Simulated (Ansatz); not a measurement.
Ansatz results at the PBE0-D4/def2-TZVP geometry: size of the dipole moment (PBE/def2-TZVPP) 1.56 D; HOMO–LUMO gap (PBE/def2-TZVPP) 4.87 eV; HOMO energy (PBE0/def2-TZVPP) -6.44 eV.

Each molecule was computed in one conformer, which needn't be the lowest.

(1) Which molecule gave them?
A. `C[Si](C)(N)N`
B. `O[SiH](F)[SeH]`
C. `CN[SiH2]CN`
D. `CN[SiH](C)N`

Answers

(1) C. The others give `CN[SiH](C)N`: 0.49, 5.33, -6.50; `C[Si](C)(N)N`: 0.07, 5.56, -6.88; `O[SiH](F)[SeH]`: 1.58, 5.31, -7.47.
